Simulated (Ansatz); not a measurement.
Input file:

```yaml
crystal:
  periodic: [false, false, false]
  atoms:
    - { symbol: Ti, position_ang: [-0.683, 0.2051, 0.4249] }
    - { symbol: Br, position_ang: [2.0312, 0.4374, -1.0336] }
    - { symbol: O, position_ang: [-0.2964, -1.3058, -0.1104] }
    - { symbol: H, position_ang: [0.8076, -1.1008, -0.6981] }
    - { symbol: F, position_ang: [-1.6624, 1.1564, -0.5835] }
    - { symbol: F, position_ang: [-0.1969, 0.6077, 2.0007] }
basis:
  gaussian: { orbitals: def2-SVP }
hamiltonian:
  xc: pbe
  dispersion: d4
relax:
  f_tol: 0.15
  max_steps: 25
  restrain:
    - { distance: [3, 1], at: 1.51, k: 30.0 }
    - { distance: [0, 1], at: 4.1, k: 30.0 }
    - { distance: [3, 2], at: 2.27, k: 30.0 }
output:
  orbitals: {}
```

Command:

```bash
$ ansatz run input.yaml --threads 2 --pin off --max-ram 3072MiB --backend cpu --events-out ev --progress --plain --runs-dir out
```

Hardware: 2 threads of AMD EPYC (Zen 3) (shared host).

Q: Roughly how long does this run take, and how much memory?

A: 44 s, with a peak of 0.17 GiB, for 6 ionic steps.
